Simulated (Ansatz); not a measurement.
`C[CH2][ZnH]` + H–F → `F[CH2][ZnH]` + CH₄  (substitution at a C–C bond)

Calculated with Ansatz (gas phase, PBE0-D4/def2-TZVP geometries, no zero-point term in ΔE). CCSD(T)/CBS is the MP2 limit (def2-TZVPP, def2-QZVPP) plus CCSD(T) − MP2 in def2-TZVPP, frozen cores. This one scheme is used for every species. DFT in def2-TZVPP. B3LYP here is the variant with VWN-RPA as its local correlation; programs differ in this. HSE06 is defined as in plane-wave codes. For Zn outer-core shells are correlated without core-valence functions, which leaves a few kJ/mol of doubt a bond. Scalar relativity is left out up to krypton.

```
             level  ΔE (kJ/mol)  difference from CCSD(T)/CBS
       LDA (SPW92)         47.8                         -6.4
            PBE-D4         41.1                        -13.1
         revPBE-D4         44.0                        -10.2
         r2SCAN-D4         38.8                        -15.4
            B97M-V         34.6                        -19.6
           PBE0-D4         46.9                         -7.3
          B3LYP-D4         35.7                        -18.5
        r2SCAN0-D4         45.1                         -9.1
          HSE06-D4         46.8                         -7.4
      CAM-B3LYP-D4         34.7                        -19.5
           ωB97X-V         37.9                        -16.3
            B2PLYP         40.5                        -13.7
          PBE-QIDH         53.9                         -0.3
               PBE         37.5                        -16.7
            revPBE         33.9                        -20.3
              BLYP         23.2                        -31.0
            r2SCAN         37.9                        -16.3
              PBE0         43.7                        -10.5
             B3LYP         29.9                        -24.3
           r2SCANh         40.5                        -13.7
           r2SCAN0         44.0                        -10.2
             HSE06         43.9                        -10.3
             BHLYP         33.5                        -20.7
         CAM-B3LYP         31.5                        -22.7
RPA@PBE/def2-TZVPP         45.3                         -8.9
       HF/def2-SVP         28.9                        -25.3
      MP2/def2-SVP         57.3                          3.1
     CCSD/def2-SVP         46.0                         -8.2
  CCSD(T)/def2-SVP         47.2                         -7.0
     HF/def2-TZVPP         28.6                        -25.6
    MP2/def2-TZVPP         63.2                          9.0
SCS-MP2/def2-TZVPP         52.7                         -1.5
   CCSD/def2-TZVPP         49.8                         -4.4
CCSD(T)/def2-TZVPP         51.8                         -2.4
     HF/def2-QZVPP         28.5                        -25.7
    MP2/def2-QZVPP         64.6                         10.4
SCS-MP2/def2-QZVPP         54.3                          0.1
      HF/CBS(def2)         28.5                        -25.7
     MP2/CBS(def2)         65.6                         11.4
    CCSD/CBS(def2)         52.2                         -2.0
       CCSD(T)/CBS         54.2                            0
```

Largest T1 diagnostic among the species: 0.014.

From PBE to PBE0 (25 % exact exchange), in def2-TZVPP and without D4, ΔE moves by +6.3 kJ/mol. The D4 term adds +5.8 kJ/mol with B3LYP and +3.1 kJ/mol with PBE0; it sums over pairs of atoms, weighted by their polarisabilities, and B3LYP, whose exchange is more repulsive, gets the larger term.
